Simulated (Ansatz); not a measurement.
Basis-set series for C3H10OSn (`[CH3][Sn]([CH3])([CH3])[OH]`). Total charge 0; spin multiplicity 1. Sn takes the def2 core potential. Geometry: relaxed with PBE0-D4/def2-TZVP. It is one conformer, not always the lowest.

```csv
atom,x (Å),y (Å),z (Å)
C1,1.9319,-0.7235,-0.0981
Sn2,0.0136,0.2272,-0.0512
C3,-1.4121,-0.7936,-1.2804
C4,-0.6909,0.6257,1.9187
O5,0.2331,2.0580,-0.7813
H6,1.8794,-1.7115,0.3626
H7,2.2720,-0.8375,-1.1283
H8,2.6556,-0.1172,0.4475
H9,-1.0267,-0.9025,-2.2951
H10,-1.6203,-1.7868,-0.8788
H11,-2.3416,-0.2244,-1.3150
H12,-0.8672,-0.3021,2.4645
H13,-1.6229,1.1888,1.8649
H14,0.0485,1.2193,2.4567
H15,0.5475,2.0801,-1.6869
```

| functional | basis | functions | energy (Eh) | HOMO (eV) | LUMO (eV) |
| --- | --- | --- | --- | --- | --- |
| PBE0-D4 | def2-SVP | 132 | -409.50254 | -7.26 | 0.81 |
| PBE0-D4 | def2-QZVPP | 610 | -409.76529 | -7.49 | -0.05 |
| ωB97M-V | def2-SVP | 132 | -409.55641 | -9.55 | 2.50 |
| ωB97M-V | def2-QZVPP | 610 | -409.83146 | -9.75 | 1.14 |

Problem. Give the rows for def2-TZVPP. (Best estimate.)

Solution. Ansatz gave: 
```csv
functional,basis,functions,energy (Eh),HOMO (eV),LUMO (eV)
PBE0-D4,def2-TZVPP,314,-409.75101,-7.46,0.30
ωB97M-V,def2-TZVPP,314,-409.81736,-9.73,1.77
```

Positive LUMOs are unbound and depend on the basis.
